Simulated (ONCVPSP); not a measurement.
# Sc (Z = 21): variants of one ONCV potential

Base potential:

```json
{
 "Element": "scandium",
 "Generator": "ONCVPSP 4.0.1",
 "Type": "optimised norm-conserving Vanderbilt (ONCV)",
 "Functional": "Wu-Cohen",
 "Relativity": "scalar-relativistic",
 "Frozen core": "[Ne]",
 "Valence charge": "11",
 "Reference configuration": "3s2 3p6 3d1 (charge +2)",
 "Partial waves": "3s: rc 1.35 bohr, ncon 4, nbas 7, qcut 9.7 1/bohr, 2 projectors, debl 3 Ha; 3p: rc 1.70 bohr, ncon 4, nbas 8, qcut 7.5 1/bohr, 2 projectors, debl 0.4 Ha; 3d: rc 2.25 bohr, ncon 4, nbas 9, qcut 6.1 1/bohr, 2 projectors, debl 2.5 Ha",
 "Local potential": "polynomial inside 0.95 bohr (lpopt 5, dvloc0 6 Ha)",
 "Core correction": "Teter function fitted to the true core (icmod 2), fcfact 0.15"
}
```

In the p channel the program set the typed energies aside and used -1.797, 0.250 Ha.

All-electron outer shells of the reference configuration (Wu-Cohen, scalar-relativistic, ld1.x):

| shell | level (eV) | outermost node (bohr) | outermost maximum (bohr) |
| --- | --- | --- | --- |
| 3s | -70.26 | 0.42 | 0.92 |
| 3p | -48.90 | 0.39 | 0.97 |
| 3d | -17.87 | – | 1.07 |

Cutoffs, loose and tight: the cutoffs (Ha) at which the residual kinetic energy of the hardest occupied pseudo-wave falls to 1 and 0.1 mHa per electron. They do not see the model core or the augmentation charge, which bear on the density cutoff. Test errors are all-electron minus pseudo excitation energies from the reference, over the configurations 3s2 3p6 3d1 4s2; 3s2 3p6 3d1 4s1; 3s2 3p6 3d0; 3s2 3p6 3d0 4s2 4p1. A dash means not determined; rows that change the core or the reference have their own tests.

```csv
change,outcome,"cutoff, loose","cutoff, tight",bound ghosts,GHOST(+) flags above zero,largest test error (meV)
base,"generated, projector energies reset by the program",30 Ha,36 Ha,none,none,+260
"all radii but the core radius scaled by about 0.77 (s 1.04, p 1.32, d 1.74 bohr); local potential polynomial inside 0.74 bohr (lpopt 5, dvloc0 6 Ha)","generated, projector energies reset by the program",47 Ha,100 Ha,none,s,+124
"all radii but the core radius scaled by about 0.89 (s 1.20, p 1.50, d 2.00 bohr); local potential polynomial inside 0.84 bohr (lpopt 5, dvloc0 6 Ha)","generated, projector energies reset by the program",33 Ha,54 Ha,none,none,+187
"all radii but the core radius scaled by about 1.10 (s 1.48, p 1.88, d 2.48 bohr); local potential polynomial inside 1.04 bohr (lpopt 5, dvloc0 6 Ha)","generated, projector energies reset by the program",27 Ha,33 Ha,none,none,+335
"all radii but the core radius scaled by about 1.22 (s 1.64, p 2.06, d 2.74 bohr); local potential polynomial inside 1.16 bohr (lpopt 5, dvloc0 6 Ha)","generated, projector energies reset by the program",26 Ha,32 Ha,none,none,+433
"all radii but the core radius scaled by about 1.29 (s 1.74, p 2.18, d 2.90 bohr); local potential polynomial inside 1.22 bohr (lpopt 5, dvloc0 6 Ha)","generated, projector energies reset by the program",25 Ha,30 Ha,none,none,+493
```

Reading the sweep of the scale of all radii but the core radius (base = 1) (base included, trends over the rows without a ghost): The loose cutoff falls from 47 Ha at 0.77 to 25 Ha at 1.29. A larger radius leaves more room for a smooth pseudo-wave, so fewer plane waves are needed; a smaller one forces it to follow the all-electron wave where it bends sharply. The median size of the test errors (rows with all tests solved) rises from 47.7 meV at 0.77 to 171.9 meV at 1.29. More of the atom is replaced by a form fitted at one configuration, so other configurations suffer as the radius grows.
